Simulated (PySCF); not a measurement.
Ligands exchanged one at a time, In F-Cl. Gas-phase values, no solvent. Strings in code marks are SMILES.

The dipole moment from two functionals at the same geometries (PBE0-D4/def2-TZVP), both in PySCF: PBE-D3(BJ)/def2-TZVP and B3LYP-D3(BJ)/def2-TZVP. B3LYP has the VWN-RPA correlation part, as in Gaussian. 

| species | PBE-D3(BJ)/def2-TZVP (D) | B3LYP-D3(BJ)/def2-TZVP (D) |
|---|---|---|
| 0 of 3 F replaced by Cl (`[F][In]([F])[F]`) | 0.00 | 0.00 |
| 1 of 3 F replaced by Cl (`[F][In]([F])[Cl]`) | 1.13 | 1.25 |
| 2 of 3 F replaced by Cl (`[In]([Cl])([Cl])[F]`) | 0.95 | 1.05 |
| 3 of 3 F replaced by Cl (`[Cl][In]([Cl])[Cl]`) | 0.00 | 0.00 |

Over these rows, drawn at random from the members with no instability flagged (it was tested for open shells, ions and some series alone), PBE minus B3LYP-D3(BJ): mean -0.06 D, from -0.12 D to 0.00 D.
